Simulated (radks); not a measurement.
Problem. Kr2.5+, configuration [Ar] 3d10 4s2 4p(up 2.75, down 0.75) (fractional occupations, a model configuration). Calculated with a radial shooting solver on a logarithmic mesh with Libxc functionals: scalar-relativistic Kohn-Sham, LDA (Slater exchange, Perdew-Wang correlation), spin-polarised, spherical densities, finite nucleus; Fermi nuclear charge, rms radius 4.1884 fm. Some entries of the table are withheld. Estimate them.

orbital,occ.,eigenvalue (hartree),<r^2> (bohr^2)
1s up,1,-520.7000,0.002324
1s down,1,-520.6927,0.002324
2s up,1,-69.63674,0.03982
2s down,1,-69.63188,0.03982
2p up,3,-61.77281,0.03141
2p down,3,-61.76600,0.03141
3s up,1,-10.87392,0.3246
3s down,1,-10.86439,0.3242
3p up,3,-8.36947,0.3428
3p down,3,-8.35872,0.3421
3d up,5,-4.20828,0.3797
3d down,5,-4.19519,0.3770
4s up,1,(1),2.479
4s down,1,(2),2.491
4p up,2.75,-1.39808,(3)
4p down,0.75,-1.32967,(4)

Solution. 
(1) 4s up eigenvalue (hartree): -1.96677
(2) 4s down eigenvalue (hartree): -1.89653
(3) 4p up <r^2> (bohr^2): 3.258
(4) 4p down <r^2> (bohr^2): 3.323
